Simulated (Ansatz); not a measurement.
`N[SiH](C=O)CO` and `N[SiH]([AsH2])C=O` differ in one atom or group.

Ansatz, PBE0-D4/def2-TZVP geometries, multiplicity 1. Each molecule was computed in one conformer, which needn't be the lowest.

Scalar relativity is left out up to krypton.

```
                                        property  `N[SiH](C=O)CO`
             HOMO energy (B3LYP/def2-TZVPP) / eV            -6.50
            HOMO–LUMO gap (PBE0/def2-TZVPP) / eV             5.24
size of the dipole moment (B3LYP/def2-TZVPP) / D             2.73
           LUMO energy (ωB97M-V/def2-TZVPP) / eV             0.77
  size of the dipole moment (PBE/def2-TZVPP) / D             2.68
              LUMO energy (PBE0/def2-TZVPP) / eV            -1.45
```

Q: What does the change do to each property? (An estimate is asked.)

A: The calculation gave: 
```tsv
property	`N[SiH]([AsH2])C=O`	shift
HOMO energy (B3LYP/def2-TZVPP) / eV	-6.45	0.05
HOMO–LUMO gap (PBE0/def2-TZVPP) / eV	5.12	-0.12
size of the dipole moment (B3LYP/def2-TZVPP) / D	1.57	-1.16
LUMO energy (ωB97M-V/def2-TZVPP) / eV	0.68	-0.09
size of the dipole moment (PBE/def2-TZVPP) / D	1.51	-1.17
LUMO energy (PBE0/def2-TZVPP) / eV	-1.52	-0.07
```

With PBE0 the HOMO rises by 0.05 eV and the LUMO falls by 0.07 eV, so the gap narrows by about 0.12 eV. PBE moves the HOMO by -0.01 eV and ωB97M-V by 0.14 eV. Dipoles are sizes alone; their direction can turn.

B3LYP here is the variant with VWN-RPA as its local correlation; programs differ in this.
